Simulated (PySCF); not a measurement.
## Bond curve of MgI⁻

Set-up: basis Mg def2-SVPD, I def2-SVPD with ECP28; scalar-relativistic core potentials; PySCF 2.14. Energies in eV from Mg + I⁻ in their ground configurations at the same level. State: ¹Σ⁺ (singlet), closed shell.

```json
{"R (Å)": "2.569", "RHF-SCS-MP2": "-0.3257", "LDA": "-0.6788", "RHF-CCSD": ""}
{"R (Å)": "2.688", "RHF-SCS-MP2": "-0.4908", "LDA": "-0.8072", "RHF-CCSD": "-0.4931"}
{"R (Å)": "2.808", "RHF-SCS-MP2": "-0.5791", "LDA": "-0.8662", "RHF-CCSD": "-0.5806"}
{"R (Å)": "2.897", "RHF-SCS-MP2": "-0.6110", "LDA": "-0.8794", "RHF-CCSD": "-0.6119"}
{"R (Å)": "2.987", "RHF-SCS-MP2": "-0.6227", "LDA": "-0.8740", "RHF-CCSD": "-0.6229"}
{"R (Å)": "3.077", "RHF-SCS-MP2": "-0.6199", "LDA": "-0.8553", "RHF-CCSD": "-0.6194"}
{"R (Å)": "3.196", "RHF-SCS-MP2": "-0.6010", "LDA": "-0.8162", "RHF-CCSD": "-0.5996"}
{"R (Å)": "3.345", "RHF-SCS-MP2": "-0.5629", "LDA": "-0.7543", "RHF-CCSD": "-0.5607"}
{"R (Å)": "3.525", "RHF-SCS-MP2": "-0.5074", "LDA": "-0.6719", "RHF-CCSD": "-0.5046"}
{"R (Å)": "3.764", "RHF-SCS-MP2": "-0.4310", "LDA": "-0.5627", "RHF-CCSD": ""}
```

Question: Put a parabola through the three lowest points of the RHF-SCS-MP2 curve and estimate Re, k and ωe (reduced mass 20.17 u; 1 eV/Å² = 0.16022 mdyn/Å; ωe = 1302.8·√(k/μ) cm⁻¹).

Answer: Through R = 2.897, 2.987, 3.077 Å the second-order coefficient is 0.895 eV/Å², so Re ≈ 3.015 Å, k ≈ 0.287 mdyn/Å and ωe ≈ 155 cm⁻¹. A polynomial fit of higher order to the unrounded RHF-SCS-MP2 energies gives Re = 3.010 Å, k = 0.261 mdyn/Å, ωe = 148 cm⁻¹; anharmonicity and rounding make the difference.

The higher-order fit for each curve: RHF-SCS-MP2: Re = 3.010 Å, ωe = 148 cm⁻¹, De = 0.62 eV; LDA: Re = 2.912 Å, ωe = 172 cm⁻¹, De = 0.88 eV; RHF-CCSD: Re = 3.006 Å, ωe = 150 cm⁻¹, De = 0.62 eV.

Correlated steps freeze 5 core orbitals. Correlated levels converge slowly with the basis: in double zeta they bind strong bonds too weakly, by up to about 1 eV, and carry superposition errors of some tenths. Spin–orbit coupling is left out. For an ion De counts to the pair picked by the measured ionisation energies or electron affinities, which need not be the lowest pair at this level. The highest Kohn–Sham level is positive in this anion. Much of that is self-interaction error, but it also means that the finite basis helps to hold the extra electron.
